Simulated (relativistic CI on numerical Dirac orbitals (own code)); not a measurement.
Electric-dipole lines of Ag¹⁴⁺

Computed by Dirac-Coulomb-Breit CI, KLI orbitals optimised for each configuration, model QED (radiative potential, 1s self-energy scaled to tabulated hydrogen-like ionisation energies), unscaled Slater integrals (own radial code, finite nucleus).

Configurations in the expansion (outside the closed core [Ar] 3d10): 4s2 4p3, 4s 4p4, 4p5, 4s2 4p2 4d, 4s 4p3 4d, 4s2 4p2 4f, 4s 4p3 4f, 4p4 4d, 4s 4p2 4d2, 4s2 4p2 5s, 4s2 4p 4d 4f, 4s2 4p 4d2, 4s2 4d3, 4s 4p 4d3, 4s2 4d2 4f, 4s 4p 4d2 4f, 4s2 4d2 5s, 4p3 4d2, 4p2 4d3, 4p2 4d2 4f, 4p2 4d2 5s. Double excitations out of closed p, d and f shells are left out; levels of such configurations are missing from the list, as are those of other unlisted configurations, and high levels can miss mixing partners.

```tsv
λ vac (Å)	Lower	Upper	A (s⁻¹)	log gf	S velocity/length
157.26	4s 4p4 4P_5/2 [6]	4s 4p3 4d 4D°_7/2 [84]	1.76e+11	0.72	0.96
157.43	4s 4p4 2D_3/2 [9]	4s 4p3 4d 2F°_5/2 [104]	1.71e+11	0.58	0.96
158.30	4s 4p4 2D_5/2 [10]	4s 4p3 4d 2F°_7/2 [108]	2.54e+11	0.88	0.96
158.63	4s2 4p2 4d 2G_9/2 [29]	4s2 4p2 4f 2H°_11/2 [185]	2.60e+11	1.07	0.91
159.23	4s2 4p2 4d 2F_7/2 [25]	4s2 4p2 4f 2H°_9/2 [178]	1.97e+11	0.87	0.91
159.30	4s2 4p2 4d 4F_9/2 [21]	4s2 4p2 4f 4G°_11/2 [155]	2.36e+11	1.03	0.92
159.56	4s2 4p3 2P°_1/2 [4]	4s2 4p2 4d 2D_3/2 [40]	1.45e+11	0.35	0.99
159.71	4s 4p4 2P_3/2 [12]	4s 4p3 4d 2D°_5/2 [119]	2.07e+11	0.68	0.94
160.02	4s2 4p3 2D°_5/2 [3]	4s2 4p2 4d 2F_7/2 [38]	2.94e+11	0.96	0.99
160.80	4s2 4p3 2D°_3/2 [2]	4s2 4p2 4d 2D_5/2 [36]	1.08e+11	0.40	0.99
161.05	4s2 4p2 4d 2F_5/2 [16]	4s2 4p2 4f 2G°_7/2 [142]	1.98e+11	0.79	0.91
161.68	4s2 4p2 4d 2G_7/2 [24]	4s2 4p2 4f 2G°_9/2 [164]	1.83e+11	0.86	0.90
162.28	4s2 4p3 2D°_3/2 [2]	4s2 4p2 4d 2D_5/2 [35]	9.19e+10	0.34	0.98
162.84	4s2 4p2 4d 2D_5/2 [32]	4s2 4p2 4f 2F°_7/2 [190]	2.71e+11	0.94	0.93
163.42	4s2 4p2 4d 4P_5/2 [26]	4s2 4p 4d2 4D°_7/2 [170]	3.72e+11	1.08	0.93
164.50	4s2 4p3 2D°_3/2 [2]	4s2 4p2 4d 2D_3/2 [33]	1.59e+11	0.41	0.99
164.71	4s2 4p3 4S°_3/2 [1]	4s2 4p2 4d 4P_3/2 [27]	1.42e+11	0.36	0.99
166.01	4s2 4p3 4S°_3/2 [1]	4s2 4p2 4d 4P_5/2 [26]	1.76e+11	0.64	0.98
168.11	4s2 4p3 2P°_3/2 [5]	4s2 4p2 4d 2D_5/2 [41]	2.42e+11	0.79	0.99
172.97	4s2 4p3 2D°_5/2 [3]	4s2 4p2 4d 2D_5/2 [32]	1.04e+11	0.45	0.99
```

Terms are leading LS components. Brackets give the number of a level in order of energy, since labels repeat. The list gives strong lines, with weight on those to low levels, among the lowest 200 of 3635 levels, so that lines to higher ones, which can be the strongest, are missing. Levels whose partners in the same complex of configurations lie outside the list can be far off, and so can their lines. Rates are taken at the computed energies, electric ones in the length gauge. A velocity-to-length ratio far from 1 marks an uncertain rate.

At this charge energies of transitions that change n are usually good to better than 1 %, and those within a shell (Δn = 0) to a few per cent.

LS names give the leading component of a level, which can be under half, so a name can repeat, a term be missing and a line seem to break the LS rules.
